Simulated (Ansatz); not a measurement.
`BSBS`, relaxed with RKS PBE0-D4/def2-TZVP in Ansatz 0.2.0 from a PBE-D4/def2-SVP geometry. The force threshold is 0.005 eV/Å; the program also tests the step.

Total charge 0; spin multiplicity 1.

Start:

```xyz
8

B     1.162    0.414    1.514
S    -0.585    0.414    1.097
B    -0.586   -0.174   -0.639
S    -2.175   -0.290   -1.461
H     1.996    0.070    0.705
H     1.439    0.778    2.637
H     0.446   -0.469   -1.198
H    -1.698   -0.743   -2.654
```

(1) By how much does the energy fall, and how many steps does the optimiser take? (An estimate is asked.)

(2) Which bonds change most? (Estimate.)

(3) Give the relaxed structure. (An estimate is asked.)

Results:

(1) Computed: 0.03 eV, in 4 steps, 1 of them rejected.

(2) Ansatz gave: B3–H7 from 1.210 to 1.189 Å; B1–H5 from 1.212 to 1.191 Å; B1–H6 from 1.212 to 1.192 Å; S4–H8 from 1.363 to 1.343 Å.

(3) Ansatz gave: 
```xyz
8

B     1.153    0.409    1.502
S    -0.581    0.424    1.085
B    -0.581   -0.163   -0.632
S    -2.153   -0.301   -1.455
H     1.967    0.062    0.705
H     1.439    0.760    2.605
H     0.436   -0.444   -1.180
H    -1.680   -0.746   -2.630
```
